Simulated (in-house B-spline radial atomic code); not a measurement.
A fraction x of an electron is removed from 4f in Sm III (Sm2+), starting from [Xe] 4f6 and keeping the highest spin. Method: scalar-relativistic (X2C) wB97X, spin-polarised, spherical fractional occupations, Fermi nucleus of rms radius 5.0819 fm. Calculated with an all-electron radial atomic-structure program (B-spline basis).

Caution: exact exchange at fractional occupations of open shells leaves self-interaction of up to several eV.

```json
{"x": "0", "E(x) - E(0) (eV)": "0.0000", "4f up level (eV)": "-20.357"}
{"x": "0.06", "E(x) - E(0) (eV)": "1.2473", "4f up level (eV)": "-21.219"}
{"x": "0.19", "E(x) - E(0) (eV)": "4.1290", "4f up level (eV)": "-23.122"}
{"x": "0.25", "E(x) - E(0) (eV)": "5.5430", "4f up level (eV)": "-24.016"}
{"x": "0.38", "E(x) - E(0) (eV)": "8.7926", "4f up level (eV)": "-25.985"}
{"x": "0.5", "E(x) - E(0) (eV)": "12.0219", "4f up level (eV)": "-27.842"}
{"x": "0.53", "E(x) - E(0) (eV)": "12.8642", "4f up level (eV)": "-28.312"}
{"x": "0.67", "E(x) - E(0) (eV)": "16.9829", "4f up level (eV)": "-30.534"}
{"x": "0.76", "E(x) - E(0) (eV)": "19.7962", "4f up level (eV)": "-31.987"}
{"x": "0.93", "E(x) - E(0) (eV)": "25.4708", "4f up level (eV)": "-34.784"}
{"x": "1", "E(x) - E(0) (eV)": "27.9466", "4f up level (eV)": "-35.955"}
```

The exact functional would give a straight line between the two integer points. Deviations E(x) - E(0) - x[E(1) - E(0)], in eV: -0.429 at x = 0.06, -1.181 at x = 0.19, -1.444 at x = 0.25, -1.827 at x = 0.38, -1.951 at x = 0.5, -1.947 at x = 0.53, -1.741 at x = 0.67, -1.443 at x = 0.76, -0.52 at x = 0.93.

The curve lies below the straight line by up to 1.951 eV (at x = 0.5): convex, the delocalisation error, to which spherically averaged exact exchange adds.

(1) How well does Slater's transition state (minus the level at half occupation) give the ionisation energy?

## Answers

(1) It gives 27.842 eV against 27.947 eV from the two total energies; NIST lists 23.55 eV, ground level to ground level. The end point has an open shell averaged over its orbitals, so its exact exchange keeps a self-interaction and this is no true integer point.
